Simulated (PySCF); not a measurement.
Scalar relativity in P⁻ (phosphorus, charge -1)

[Ne] 3s2 3p4, high-spin 3P determinant; UHF calculated with PySCF 2.14 in dyall-av3z (19s12p3d2f, 84 functions), once non-relativistic with a point nucleus and once with spin-free X2C-1e and a Gaussian nucleus.

```csv
shell,ε non-rel. (eV),"rms r non-rel. (bohr, spins averaged)"
1s α,-2168.8,0.1204
1s β,-2168.4,0.1204
2s α,-197.07,0.5622
2s β,-196.70,0.5622
2p α,-139.85,0.5400
2p β,-139.16,0.5400
3s α,-14.455,2.179
3s β,-9.560,2.179
3p α,-2.862,3.087
3p β,-0.660,3.087
```

Q: How does scalar relativity move these shells?

A: 1s α: ε -2174.8 eV, radius -0.46 %; 1s β: ε -2174.5 eV, radius -0.46 %; 2s α: ε -198.06 eV, radius -0.36 %; 2s β: ε -197.70 eV, radius -0.36 %; 2p α: ε -139.83 eV, radius -0.10 %; 2p β: ε -139.14 eV, radius -0.10 %; 3s α: ε -14.536 eV, radius -0.31 %; 3s β: ε -9.644 eV, radius -0.31 %; 3p α: ε -2.854 eV, radius 0.10 %; 3p β: ε -0.646 eV, radius 0.10 %.

The total energy goes from -340.7070 to -341.5245 hartree.

Relativity contracts and stabilises s shells directly. The contracted s shells screen the nucleus better, so for spin-averaged p shells the direct and indirect effects partly cancel.
